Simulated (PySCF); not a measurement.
C2H7BGeO2, singlet, geometry from GFN2-xTB, with bond 12-5 at 1.8 times its length; CASSCF(6,5)/STO-3G run with PySCF.

The PySCF input:
```python
from pyscf import gto, scf, mcscf
import numpy

mol = gto.Mole()
mol.atom = '''
    Ge    1.99891468   -0.14196119    0.32406642
    C     0.06182033   -0.28068753    0.36096569
    C    -0.76311206    0.33581770   -0.48542135
    B    -2.33724421    0.23909411   -0.47192545
    O    -3.04473497   -0.51525628    0.41407184
    O    -3.01886032    0.94786765   -1.39475366
    H     2.52787738    0.39622003    1.61704813
    H     2.45325663    0.74937143   -0.78154984
    H     2.63463929   -1.48542754    0.14418477
    H    -0.35301029   -0.91368501    1.14066989
    H    -0.32529268    0.96262590   -1.25389353
    H    -2.11764425   -1.39580885    1.56447558
    H    -3.97032208    0.85096282   -1.33795387
'''
mol.basis = 'sto-3g'
mol.verbose = 4
mol.build()

mf = scf.RHF(mol)
mf.kernel()
mc = mcscf.CASSCF(mf, 5, 6)
mc.fix_spin_(ss=0.0)
mc.kernel()
occ = numpy.linalg.eigvalsh(mc.fcisolver.make_rdm1(mc.ci, mc.ncas, mc.nelecas))[::-1]
ss = mc.fcisolver.spin_square(mc.ci, mc.ncas, mc.nelecas)[0]
print('natural occupations', occ.round(4), ' <S^2>', round(ss, 4))
```

**Question.** Predict the main parts of the log of this PySCF run.

**Answer.** 
```
PySCF version 2.14.0

[INPUT] verbose = 4
[INPUT] num. atoms = 13
[INPUT] num. electrons = 72
[INPUT] charge = 0
[INPUT] spin (= nelec alpha-beta = 2S) = 0
[INPUT] symmetry False subgroup None
[INPUT] Mole.unit = angstrom
[INPUT] Symbol           X                Y                Z      unit          X                Y                Z       unit  Magmom
[INPUT]  1 Ge     1.998914680000  -0.141961190000   0.324066420000 AA    3.777401291573  -0.268267769417   0.612396779968 Bohr   0.0
[INPUT]  2 C      0.061820330000  -0.280687530000   0.360965690000 AA    0.116823492630  -0.530422558281   0.682126294465 Bohr   0.0
[INPUT]  3 C     -0.763112060000   0.335817700000  -0.485421350000 AA   -1.442072795753   0.634603480781  -0.917313406517 Bohr   0.0
[INPUT]  4 B     -2.337244210000   0.239094110000  -0.471925450000 AA   -4.416751443125   0.451822385897  -0.891809851712 Bohr   0.0
[INPUT]  5 O     -3.044734970000  -0.515256280000   0.414071840000 AA   -5.753715215186  -0.973693253162   0.782482373495 Bohr   0.0
[INPUT]  6 O     -3.018860320000   0.947867650000  -1.394753660000 AA   -5.704819213117   1.791210260835  -2.635702428635 Bohr   0.0
[INPUT]  7 H      2.527877380000   0.396220030000   1.617048130000 AA    4.776995924683   0.748747341767   3.055778095940 Bohr   0.0
[INPUT]  8 H      2.453256630000   0.749371430000  -0.781549840000 AA    4.635983143973   1.416106768274  -1.476915150298 Bohr   0.0
[INPUT]  9 H      2.634639290000  -1.485427540000   0.144184770000 AA    4.978746695119  -2.807051228486   0.272469726633 Bohr   0.0
[INPUT] 10 H     -0.353010290000  -0.913685010000   1.140669890000 AA   -0.667092767253  -1.726614433020   2.155553690638 Bohr   0.0
[INPUT] 11 H     -0.325292680000   0.962625900000  -1.253893530000 AA   -0.614714075526   1.819099311413  -2.369515361064 Bohr   0.0
[INPUT] 12 H     -2.117644250000  -1.395808850000   1.564475580000 AA   -4.001767661760  -2.637696448744   2.956430374770 Bohr   0.0
[INPUT] 13 H     -3.970322080000   0.850962820000  -1.337953870000 AA   -7.502821357513   1.608086671988  -2.528366381602 Bohr   0.0

nuclear repulsion = 368.896175277559
number of shells = 30
number of NR pGTOs = 150
number of NR cGTOs = 50
basis = sto-3g
ecp = {}

******** <class 'pyscf.scf.hf.RHF'> ********
method = RHF
initial guess = minao
damping factor = 0
level_shift factor = 0
DIIS = <class 'pyscf.scf.diis.CDIIS'>
diis_start_cycle = 1
diis_space = 8
diis_damp = 0
SCF conv_tol = 1e-09
SCF conv_tol_grad = None
SCF max_cycles = 50
direct_scf = True
direct_scf_tol = 1e-13
Set gradient conv threshold to 3.16228e-05
Initial guess from minao.
init E= -2300.57617696338
  HOMO = -0.399160768985828  LUMO = -0.143387190432223  gap/eV = 6.95995
cycle= 1 E= -2302.31859314376  delta_E= -1.74  |g|= 0.748  |ddm|= 4.39
  HOMO = -0.150785042758352  LUMO = 0.153088533537258  gap/eV = 8.26882
cycle= 2 E= -2302.49538525086  delta_E= -0.177  |g|= 0.487  |ddm|= 1.69
  HOMO = -0.290690099191962  LUMO = 0.121778076998088  gap/eV = 11.22383
cycle= 3 E= -2302.57231018385  delta_E= -0.0769  |g|= 0.0866  |ddm|= 0.668
  HOMO = -0.302580971181145  LUMO = 0.159693708566061  gap/eV = 12.57913
cycle= 4 E= -2302.57585434975  delta_E= -0.00354  |g|= 0.0274  |ddm|= 0.153
  HOMO = -0.305030646529036  LUMO = 0.163402416318332  gap/eV = 12.74671
cycle= 5 E= -2302.57629812431  delta_E= -0.000444  |g|= 0.00914  |ddm|= 0.0532
  HOMO = -0.304404353198188  LUMO = 0.165077543332725  gap/eV = 12.77525
cycle= 6 E= -2302.5763692211  delta_E= -7.11e-05  |g|= 0.00341  |ddm|= 0.0231
  HOMO = -0.304353660133526  LUMO = 0.166152849511554  gap/eV = 12.80313
cycle= 7 E= -2302.57638246876  delta_E= -1.32e-05  |g|= 0.00188  |ddm|= 0.0104
  HOMO = -0.304519152842288  LUMO = 0.166623825815221  gap/eV = 12.82045
cycle= 8 E= -2302.5763848946  delta_E= -2.43e-06  |g|= 0.000401  |ddm|= 0.00525
  HOMO = -0.304478099023578  LUMO = 0.166627285197525  gap/eV = 12.81943
cycle= 9 E= -2302.57638510406  delta_E= -2.09e-07  |g|= 0.000125  |ddm|= 0.00153
  HOMO = -0.304504861352582  LUMO = 0.166618710222334  gap/eV = 12.81993
cycle= 10 E= -2302.57638513145  delta_E= -2.74e-08  |g|= 5.14e-05  |ddm|= 0.000556
  HOMO = -0.304491770208086  LUMO = 0.166619779041303  gap/eV = 12.81960
cycle= 11 E= -2302.57638513563  delta_E= -4.19e-09  |g|= 1.67e-05  |ddm|= 0.000236
  HOMO = -0.304496727581244  LUMO = 0.166620498131996  gap/eV = 12.81975
cycle= 12 E= -2302.57638513595  delta_E= -3.16e-10  |g|= 4.1e-06  |ddm|= 7.12e-05
  HOMO = -0.304496466737063  LUMO = 0.166620905318448  gap/eV = 12.81976
Extra cycle  E= -2302.57638513595  delta_E= -1.82e-12  |g|= 1.92e-06  |ddm|= 7.89e-06
converged SCF energy = -2302.57638513595

******** <class 'pyscf.mcscf.mc1step.CASSCF'> ********
CAS (3e+3e, 5o), ncore = 33, nvir = 12
max_cycle_macro = 50
max_cycle_micro = 4
conv_tol = 1e-07
conv_tol_grad = None
orbital rotation max_stepsize = 0.02
orbital rotation threshold for CI restart = 0.01
augmented hessian ah_max_cycle = 30
augmented hessian ah_conv_tol = 1e-12
augmented hessian ah_linear dependence = 1e-14
augmented hessian ah_level shift = 1e-08
augmented hessian ah_start_tol = 2.5
augmented hessian ah_start_cycle = 3
augmented hessian ah_grad_trust_region = 3
kf_trust_region = 3
kf_interval = 4
ci_response_space = 4
ci_grad_trust_region = 3
with_dep4 0
natorb = False
canonicalization = True
sorting_mo_energy = False
ao2mo_level = 2
internal_rotation = False
******** <class 'pyscf.fci.addons.SpinPenaltyFCISolver'> ********
max. cycles = 50
conv_tol = 1e-08
davidson only = True
linear dependence = 1e-12
level shift = 0.001
max iter space = 12
nroots = 1
pspace_size = 400
spin = None
CASCI E = -2302.66742668032  S^2 = 0.0000000
Set conv_tol_grad to 0.000316228
macro iter   1 ( 21 JK    4 micro), CASSCF E = -2302.72099375628  dE = -5.35670760e-02  S^2 = 0.0000000
               |grad[o]|=0.102  |grad[c]|=0.0611  |ddm|=0.111  |maxRot[o]|=0.312
macro iter   2 ( 21 JK    4 micro), CASSCF E = -2302.72667763308  dE = -5.68387681e-03  S^2 = 0.0000000
               |grad[o]|=0.042  |grad[c]|=0.00931  |ddm|=0.00857  |maxRot[o]|=0.189
macro iter   3 ( 10 JK    3 micro), CASSCF E = -2302.72716675330  dE = -4.89120215e-04  S^2 = 0.0000000
               |grad[o]|=0.0115  |grad[c]|=0.00142  |ddm|=0.00561  |maxRot[o]|=0.0982
macro iter   4 (  7 JK    2 micro), CASSCF E = -2302.72718676578  dE = -2.00124850e-05  S^2 = 0.0000000
               |grad[o]|=0.00116  |grad[c]|=0.000373  |ddm|=0.00103  |maxRot[o]|=0.0699
macro iter   5 (  7 JK    2 micro), CASSCF E = -2302.72721758454  dE = -3.08187541e-05  S^2 = 0.0000000
               |grad[o]|=0.00104  |grad[c]|=0.00104  |ddm|=0.00103  |maxRot[o]|=0.0685
macro iter   6 (  7 JK    2 micro), CASSCF E = -2302.72727287065  dE = -5.52861088e-05  S^2 = 0.0000000
               |grad[o]|=0.000993  |grad[c]|=0.00306  |ddm|=0.00114  |maxRot[o]|=0.0698
macro iter   7 (  7 JK    2 micro), CASSCF E = -2302.72733055723  dE = -5.76865791e-05  S^2 = 0.0000000
               |grad[o]|=0.000988  |grad[c]|=0.00315  |ddm|=0.000482  |maxRot[o]|=0.0699
macro iter   8 (  7 JK    2 micro), CASSCF E = -2302.72738783758  dE = -5.72803551e-05  S^2 = 0.0000000
               |grad[o]|=0.00106  |grad[c]|=0.00351  |ddm|=0.000345  |maxRot[o]|=0.0699
macro iter   9 (  7 JK    2 micro), CASSCF E = -2302.72744717236  dE = -5.93347836e-05  S^2 = 0.0000000
               |grad[o]|=0.00108  |grad[c]|=0.00385  |ddm|=0.000395  |maxRot[o]|=0.0699
macro iter  10 (  7 JK    2 micro), CASSCF E = -2302.72750780113  dE = -6.06287635e-05  S^2 = 0.0000000
               |grad[o]|=0.00113  |grad[c]|=0.00402  |ddm|=0.000497  |maxRot[o]|=0.0699
macro iter  11 ( 21 JK    4 micro), CASSCF E = -2302.72767230297  dE = -1.64501838e-04  S^2 = 0.0000000
               |grad[o]|=0.00116  |grad[c]|=0.0353  |ddm|=0.00336  |maxRot[o]|=0.185
macro iter  12 ( 12 JK    3 micro), CASSCF E = -2302.72771371426  dE = -4.14112983e-05  S^2 = 0.0000000
               |grad[o]|=0.00227  |grad[c]|=0.011  |ddm|=0.00165  |maxRot[o]|=0.0995
macro iter  13 ( 21 JK    4 micro), CASSCF E = -2302.72797641477  dE = -2.62700508e-04  S^2 = 0.0000000
               |grad[o]|=0.002  |grad[c]|=0.034  |ddm|=0.00219  |maxRot[o]|=0.272
macro iter  14 ( 21 JK    4 micro), CASSCF E = -2302.72807012830  dE = -9.37135251e-05  S^2 = 0.0000000
               |grad[o]|=0.00349  |grad[c]|=0.0174  |ddm|=0.00285  |maxRot[o]|=0.154
macro iter  15 ( 15 JK    4 micro), CASSCF E = -2302.72805038619  dE =  1.97421064e-05  S^2 = 0.0000000
               |grad[o]|=0.008  |grad[c]|=0.00837  |ddm|=0.00132  |maxRot[o]|=0.106
macro iter  16 ( 21 JK    4 micro), CASSCF E = -2302.72809808109  dE = -4.76948967e-05  S^2 = 0.0000000
               |grad[o]|=0.00177  |grad[c]|=0.00482  |ddm|=0.000706  |maxRot[o]|=0.0845
macro iter  17 ( 21 JK    4 micro), CASSCF E = -2302.72812222047  dE = -2.41393832e-05  S^2 = 0.0000000
               |grad[o]|=0.00132  |grad[c]|=0.0014  |ddm|=0.000728  |maxRot[o]|=0.0703
macro iter  18 (  7 JK    2 micro), CASSCF E = -2302.72814907878  dE = -2.68583117e-05  S^2 = 0.0000000
               |grad[o]|=0.00113  |grad[c]|=0.00232  |ddm|=0.000822  |maxRot[o]|=0.0495
macro iter  19 ( 17 JK    4 micro), CASSCF E = -2302.72810290811  dE =  4.61706768e-05  S^2 = 0.0000000
               |grad[o]|=0.000786  |grad[c]|=0.00185  |ddm|=0.0011  |maxRot[o]|=0.0895
macro iter  20 ( 21 JK    4 micro), CASSCF E = -2302.72811628555  dE = -1.33774415e-05  S^2 = 0.0000000
               |grad[o]|=0.00066  |grad[c]|=0.000557  |ddm|=0.000461  |maxRot[o]|=0.0349
macro iter  21 ( 12 JK    3 micro), CASSCF E = -2302.72812474055  dE = -8.45499790e-06  S^2 = 0.0000000
               |grad[o]|=0.000549  |grad[c]|=0.00176  |ddm|=0.00015  |maxRot[o]|=0.0594
macro iter  22 (  7 JK    2 micro), CASSCF E = -2302.72814944419  dE = -2.47036423e-05  S^2 = 0.0000000
               |grad[o]|=0.000421  |grad[c]|=0.00017  |ddm|=0.000589  |maxRot[o]|=0.0498
macro iter  23 (  7 JK    2 micro), CASSCF E = -2302.72815892212  dE = -9.47792887e-06  S^2 = 0.0000000
               |grad[o]|=0.00039  |grad[c]|=0.000787  |ddm|=0.000509  |maxRot[o]|=0.0517
macro iter  24 ( 10 JK    2 micro), CASSCF E = -2302.72815559450  dE =  3.32761465e-06  S^2 = 0.0000000
               |grad[o]|=0.000253  |grad[c]|=0.000436  |ddm|=7.74e-05  |maxRot[o]|=0.0214
macro iter  25 ( 17 JK    4 micro), CASSCF E = -2302.72815905835  dE = -3.46385013e-06  S^2 = 0.0000000
               |grad[o]|=0.0003  |grad[c]|=0.000453  |ddm|=0.000133  |maxRot[o]|=0.0193
macro iter  26 (  7 JK    1 micro), CASSCF E = -2302.72815938819  dE = -3.29835075e-07  S^2 = 0.0000000
               |grad[o]|=0.000102  |grad[c]|=0.000143  |ddm|=6.91e-05  |maxRot[o]|=0.00813
macro iter  27 (  3 JK    1 micro), CASSCF E = -2302.72815939166  dE = -3.47017703e-09  S^2 = 0.0000000
               |grad[o]|=4.35e-05  |grad[c]|=2.6e-05  |ddm|=2.6e-05  |maxRot[o]|=9.35e-05
1-step CASSCF converged in  27 macro (341 JK  77 micro) steps
CASSCF canonicalization
Density matrix diagonal elements [1.9656886  1.68598801 1.88421377 0.34684913 0.11726048]
CASSCF energy = -2302.72815939166
CASCI E = -2302.72815939166  E(CI) = -7.27344968904436  S^2 = 0.0000000
natural occupations [1.9985 1.8843 1.6549 0.3451 0.1173]  <S^2> 0.0
```
